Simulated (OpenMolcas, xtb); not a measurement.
## CH4ClGeO (SMILES [CH3][Ge]([OH])[Cl]): methods side by side

CH4ClGeO: 8 atoms, total charge 0, spin state doublet. As SMILES, `[CH3][Ge]([OH])[Cl]`. Geometry: relaxed at PBE0-D4/def2-TZVP. This is one conformer, not always the lowest.

```xyz
8

C     0.0700    1.2351   -0.0459
Ge   -0.6615   -0.5535    0.2727
O     0.7146   -1.5046    0.8800
Cl   -1.2471   -1.4321   -1.6394
H     0.4195    1.6524    0.8981
H     0.9069    1.1226   -0.7376
H    -0.6948    1.8762   -0.4809
H     0.5846   -2.4532    0.7971
```

Quantity: the dipole moment, in D. The values are calculated.

```json
{"level": "GFN0-xTB", "kind": "semi-empirical", "program": "xtb", "value (D)": "0.71"}
{"level": "UHF/6-31G* (spherical functions)", "kind": "Hartree–Fock", "program": "OpenMolcas", "value (D)": "1.87"}
{"level": "USVWN5/6-31G* (spherical functions)", "kind": "LDA", "program": "OpenMolcas", "value (D)": "1.45"}
{"level": "UBLYP/6-31G* (spherical functions)", "kind": "GGA", "program": "OpenMolcas", "value (D)": "1.46"}
{"level": "UTPSS/6-31G* (spherical functions)", "kind": "meta-GGA", "program": "OpenMolcas", "value (D)": "1.52"}
{"level": "UBHLYP/6-31G* (spherical functions)", "kind": "global hybrid", "program": "OpenMolcas", "value (D)": "1.67"}
{"level": "UM06-2X/6-31G* (spherical functions)", "kind": "hybrid meta-GGA", "program": "OpenMolcas", "value (D)": "1.67"}
```

All-electron rows without a relativistic Hamiltonian named are non-relativistic. The values span 0.71 to 1.87 D. Magnitudes only.
